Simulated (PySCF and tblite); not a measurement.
C7H11N, numbered as in [N:1]#[C:2][CH:3]1[CH2:4][CH2:5][CH2:6][CH2:7][CH2:8]1.

Search: ETKDG and KDG, MMFF94s, GFN2-xTB, 90 starts; geometries at PBE0-D3(BJ)/def2-SVP. Weights use PBE0-D3(BJ)/def2-TZVP energies plus GFN2-xTB zero-point and thermal terms (modes under about 100 cm⁻¹ blended into free rotors). Symmetry numbers and mirror images are counted. Conformers within 4 kcal/mol (GFN2-xTB free energy) were kept, 5 at most. GIAO shieldings: PBE0/pcSseg-1. Shifts are against TMS (¹H), TMS (¹³C), NH3 (¹⁵N) at the same level; of two unlike H on one atom, a is the less shielded. Programs: PySCF with density fitting and tblite.

(1) List the conformer-averaged shifts at 298.15 K.

(2) How do the conformers differ?

Unscaled ¹⁵N shifts at such levels can be off by tens of ppm; differences between conformers or isomers are more reliable. Shifts are unscaled: against experiment ¹³C can be off by 15 ppm or more and ¹H by 0.8 ppm.

## Answers

(1) ¹H: 2.13 (H3, 1H), 1.70 (H5a/H7a, 2H), 1.57 (H4a/H8a, 2H), 1.50 (H4b/H8b, 2H), 1.37 (H6a, 1H), 1.32 (H6b, 1H), 1.27 (H5b/H7b, 2H) ppm. ¹³C: 127.4 (C2), 32.0 (C4/C8), 28.3 (C3), 27.6 (C6), 25.9 (C5/C7) ppm. ¹⁵N: 303.0 (N1) ppm.

(2) The 6-ring runs over atoms 3–4–5–6–7–8.
```tsv
conformer	shape	weight %
1	6-ring chair (all substituents equatorial)	52.9
2	6-ring chair (C2 axial)	47.1
```

```csv
signal,1,2,average
H3,1.86,2.44,2.13
H4a/H8a,1.84,1.26,1.57
H4b/H8b,1.26,1.77,1.50
H5a/H7a,1.66,1.75,1.70
H5b/H7b,1.10,1.45,1.27
H6a,1.10,1.67,1.37
H6b,1.54,1.09,1.32
C2,127.5,127.2,127.4
C3,28.8,27.7,28.3
C4/C8,32.4,31.6,32.0
C5/C7,27.6,24.1,25.9
C6,27.2,28.1,27.6
N1,300.9,305.3,303.0
```


¹⁵N shifts are against a computed isolated NH3 molecule, about 20 ppm from the liquid.